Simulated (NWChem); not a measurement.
# Plane-wave run on MgI2 (fluorite type)

```yaml
crystal:
  lattice:
    - [0.00000, 3.42698, 3.42698]
    - [3.42698, 0.00000, 3.42698]
    - [3.42698, 3.42698, 0.00000]
  atoms:
    - { symbol: Mg, position: [0.00000, 0.00000, 0.00000] }
    - { symbol: I, position: [0.25000, 0.25000, 0.25000] }
    - { symbol: I, position: [0.75000, 0.75000, 0.75000] }
```

Program: NWChem. Origin of the cell: lattice set by a structure generator, not relaxed at this level; this structure type may not be the compound's usual one.

Norm-conserving pseudopotentials with valence charges Mg 2, I 7, fixed occupations, no spin-orbit coupling, density cut at twice the wavefunction cutoff.

The filled d shells of I are in the core.

Level: LDA (Vosko), Troullier-Martins, cutoff 25 Ha, density from a 4×4×4 mesh. Bands run along Γ–X–U|K–Γ–L–W–X with k in units of the cell's reciprocal vectors.

Task: What gap does the band structure show?

Result: It shows no gap: the highest filled and lowest empty bands touch or overlap on the path, where fixed occupations no longer describe the ground state.
